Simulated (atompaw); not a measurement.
## Before and after: PAW (atompaw) potential for cerium

- Element: Ce (Z = 58)
- Generator: atompaw 4.2.0.5
- Type: PAW
- Functional: PBEsol
- Relativity: scalar-relativistic
- Frozen core: [Kr] 4d10 5s2
- Valence charge: 10
- Reference configuration: 4f1 5p6 5d1 6s1.75 6p0.25
- Partial waves: 6s (bound): rc 3.00 bohr; 6s channel at 0.6 Ry: rc 3.00 bohr; 5p (bound): rc 2.65 bohr; 6p (bound): rc 3.00 bohr; 5d (bound): rc 3.00 bohr; 5d channel at 4.05 Ry: rc 3.00 bohr; 4f (bound): rc 1.40 bohr; 4f channel at 0.25 Ry: rc 1.40 bohr
- Local potential: troulliermartins scheme with l = 4 at 0.5 Ry, radius 2.85 bohr
- Core correction: smooth core density matched at 2.20 bohr
- Augmentation charge: sinc compensation charge, radius 2.80 bohr; PAW radius 3.00 bohr; waves and projectors: custom polynom gramschmidtortho

Change: wave 6p (bound): rc 3.00 bohr becomes 6p (bound): rc 1.60 bohr.

Cutoffs: the cutoffs (Ry, on a coarse ladder) from which the occupation-weighted sum of valence levels, in a spherical-Bessel basis at the reference potential, stays within 10 and 1 mRy of its value at 400 Ry; they do not see the model core or the augmentation charge, which bear on the density cutoff.

Question: What does the change do?

Answer: The potential gets neither clearly harder nor softer (60 Ry and 100 Ry → 60 Ry and 100 Ry); the bound ghosts move from s to p, s; the range in which the p phases agree widens (upper end 1.0 → at the end of the scan).

| quantity | base | changed |
| --- | --- | --- |
| cutoff, loose | 60 Ry | 60 Ry |
| cutoff, tight | 100 Ry | 100 Ry |
| loose cutoff by channel (10 mRy a level) | s 6 Ry, p 10 Ry, d 8 Ry, f 60 Ry | s 6 Ry, p 21 Ry, d 8 Ry, f 60 Ry |
| bound ghosts | s | s, p |
| s: phases at 3.01 bohr within 0.05 rad from the reference energy up to (Ry; the scan ends near 5) | 4.2 | 4.2 |
| p: phases at 3.01 bohr within 0.05 rad from the reference energy up to (Ry; the scan ends near 5) | 1.0 | to the end of the scan |
| d: phases at 3.01 bohr within 0.05 rad from the reference energy up to (Ry; the scan ends near 5) | to the end of the scan | to the end of the scan |
| f: phases at 3.01 bohr within 0.05 rad from the reference energy up to (Ry; the scan ends near 5) | 4.5 | 4.5 |
| lowest overlap eigenvalue by channel | s 0.48, p 0.74, d 0.81, f 0.98 | s 0.48, p 0.84, d 0.81, f 0.98 |

 A true bound ghost makes a file unfit for plane-wave use even where its test errors are small: the radial tests pick states by their node count and pass the ghost by. The cutoffs see the waves, projectors and local potential, not the compensation charge or the core.
